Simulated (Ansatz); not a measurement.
## C2H5ClSi (SMILES ClC1C[SiH2]1): the vertical energy of the triplet above the singlet from total energies

The species is C2H5ClSi (9 atoms), meant as a singlet with charge 0. As SMILES, `ClC1C[SiH2]1`. The shape is that of a PBE0-D4/def2-TZVP optimisation.

```xyz
9

Cl   -0.6102   -0.4166   -2.2543
C    -0.4426    0.3735   -0.6899
C     0.9304    0.3051   -0.0143
Si   -0.4175   -0.5751    0.9039
H    -0.8996    1.3566   -0.7145
H     1.6593   -0.3223   -0.5182
H     1.3457    1.2489    0.3241
H    -0.4528   -2.0481    0.8387
H    -1.0239    0.0318    2.1073
```

Both states at this one shape; open shells run unrestricted unless said. 1 Eh = 27.2114 eV.

```
                             level  program  singlet C2H5ClSi (Eh)  triplet C2H5ClSi (Eh)
B3LYP/6-31G* (Cartesian functions)   Ansatz            -828.860501            -828.682670
                     PBE0/def2-SVP   Ansatz            -828.198970            -828.017825
                  r2SCAN0/def2-SVP   Ansatz            -828.449235            -828.269917
```

**Question.** Work out the vertical gap, second state less first, at each level.

**Answer.** 
1. B3LYP/6-31G* (Cartesian functions): -828.682670 − (-828.860501) = 0.177831 Eh = 4.84 eV.
2. PBE0/def2-SVP: -828.017825 − (-828.198970) = 0.181145 Eh = 4.93 eV.
3. r2SCAN0/def2-SVP: -828.269917 − (-828.449235) = 0.179318 Eh = 4.88 eV.

No measured value is set beside it here; the levels span 4.84 to 4.93 eV.
